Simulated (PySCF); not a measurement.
C₇H₁₄OSi₂, SMILES C[Si](C)(C)[SiH2]c1ccco1, singlet, GFN2-xTB optimised geometry.

```
24

C     -3.33    -2.27    -1.65
Si    -2.08    -0.87    -1.31
C     -3.00     0.55    -0.42
C     -1.46    -0.20    -2.99
Si    -0.29    -1.64    -0.02
C      1.02    -0.30     0.00
C      2.39    -0.30     0.00
C      2.80     1.05     0.00
C      1.66     1.79     0.00
O      0.58     0.98     0.00
H     -2.87    -3.09    -2.19
H     -4.17    -1.92    -2.25
H     -3.74    -2.67    -0.73
H     -3.44     0.21     0.51
H     -3.81     0.96    -1.04
H     -2.33     1.37    -0.19
H     -0.95    -0.98    -3.56
H     -0.75     0.61    -2.85
H     -2.27     0.17    -3.60
H      0.40    -2.84    -0.50
H     -0.63    -1.92     1.39
H      3.02    -1.17     0.00
H      3.81     1.43     0.00
H      1.48     2.84     0.00
```

Density from PBE0/def2-SVP (PySCF) at that geometry.

Minimum of the electron density along straight lines between bonded atoms, close to the bond critical point (lines longer than 1.1 times the sum of covalent radii, or with two minima, are not listed):

```json
[
 {"bond": "C1–Si2", "length / Å": "1.912", "ρ at the minimum / e bohr⁻³": "0.108", "∇²ρ there / e bohr⁻⁵": "0.31", "position (fraction from the first atom)": "0.62"},
 {"bond": "Si2–C3", "length / Å": "1.913", "ρ at the minimum / e bohr⁻³": "0.108", "∇²ρ there / e bohr⁻⁵": "0.31", "position (fraction from the first atom)": "0.38"},
 {"bond": "Si2–C4", "length / Å": "1.914", "ρ at the minimum / e bohr⁻³": "0.108", "∇²ρ there / e bohr⁻⁵": "0.31", "position (fraction from the first atom)": "0.38"},
 {"bond": "Si5–C6", "length / Å": "1.877", "ρ at the minimum / e bohr⁻³": "0.111", "∇²ρ there / e bohr⁻⁵": "0.39", "position (fraction from the first atom)": "0.38"},
 {"bond": "C6–C7", "length / Å": "1.368", "ρ at the minimum / e bohr⁻³": "0.323", "∇²ρ there / e bohr⁻⁵": "-0.81", "position (fraction from the first atom)": "0.51"},
 {"bond": "C7–C8", "length / Å": "1.413", "ρ at the minimum / e bohr⁻³": "0.292", "∇²ρ there / e bohr⁻⁵": "-0.69", "position (fraction from the first atom)": "0.50"},
 {"bond": "C8–C9", "length / Å": "1.361", "ρ at the minimum / e bohr⁻³": "0.326", "∇²ρ there / e bohr⁻⁵": "-0.83", "position (fraction from the first atom)": "0.48"},
 {"bond": "C6–O10", "length / Å": "1.358", "ρ at the minimum / e bohr⁻³": "0.277", "∇²ρ there / e bohr⁻⁵": "0.09", "position (fraction from the first atom)": "0.33"},
 {"bond": "C9–O10", "length / Å": "1.340", "ρ at the minimum / e bohr⁻³": "0.292", "∇²ρ there / e bohr⁻⁵": "0.06", "position (fraction from the first atom)": "0.33"},
 {"bond": "C1–H11", "length / Å": "1.086", "ρ at the minimum / e bohr⁻³": "0.272", "∇²ρ there / e bohr⁻⁵": "-0.97", "position (fraction from the first atom)": "0.62"},
 {"bond": "C1–H12", "length / Å": "1.086", "ρ at the minimum / e bohr⁻³": "0.271", "∇²ρ there / e bohr⁻⁵": "-0.96", "position (fraction from the first atom)": "0.62"},
 {"bond": "C1–H13", "length / Å": "1.086", "ρ at the minimum / e bohr⁻³": "0.272", "∇²ρ there / e bohr⁻⁵": "-0.97", "position (fraction from the first atom)": "0.62"},
 {"bond": "C3–H14", "length / Å": "1.086", "ρ at the minimum / e bohr⁻³": "0.271", "∇²ρ there / e bohr⁻⁵": "-0.97", "position (fraction from the first atom)": "0.62"},
 {"bond": "C3–H15", "length / Å": "1.087", "ρ at the minimum / e bohr⁻³": "0.271", "∇²ρ there / e bohr⁻⁵": "-0.96", "position (fraction from the first atom)": "0.62"},
 {"bond": "C3–H16", "length / Å": "1.086", "ρ at the minimum / e bohr⁻³": "0.273", "∇²ρ there / e bohr⁻⁵": "-0.98", "position (fraction from the first atom)": "0.63"},
 {"bond": "C4–H17", "length / Å": "1.086", "ρ at the minimum / e bohr⁻³": "0.271", "∇²ρ there / e bohr⁻⁵": "-0.97", "position (fraction from the first atom)": "0.62"},
 {"bond": "C4–H18", "length / Å": "1.086", "ρ at the minimum / e bohr⁻³": "0.272", "∇²ρ there / e bohr⁻⁵": "-0.98", "position (fraction from the first atom)": "0.63"},
 {"bond": "C4–H19", "length / Å": "1.087", "ρ at the minimum / e bohr⁻³": "0.271", "∇²ρ there / e bohr⁻⁵": "-0.96", "position (fraction from the first atom)": "0.62"},
 {"bond": "Si5–H20", "length / Å": "1.471", "ρ at the minimum / e bohr⁻³": "0.115", "∇²ρ there / e bohr⁻⁵": "0.32", "position (fraction from the first atom)": "0.49"},
 {"bond": "Si5–H21", "length / Å": "1.474", "ρ at the minimum / e bohr⁻³": "0.114", "∇²ρ there / e bohr⁻⁵": "0.31", "position (fraction from the first atom)": "0.49"},
 {"bond": "C7–H22", "length / Å": "1.071", "ρ at the minimum / e bohr⁻³": "0.286", "∇²ρ there / e bohr⁻⁵": "-1.11", "position (fraction from the first atom)": "0.63"},
 {"bond": "C8–H23", "length / Å": "1.071", "ρ at the minimum / e bohr⁻³": "0.285", "∇²ρ there / e bohr⁻⁵": "-1.10", "position (fraction from the first atom)": "0.63"},
 {"bond": "C9–H24", "length / Å": "1.073", "ρ at the minimum / e bohr⁻³": "0.290", "∇²ρ there / e bohr⁻⁵": "-1.17", "position (fraction from the first atom)": "0.65"}
]
```
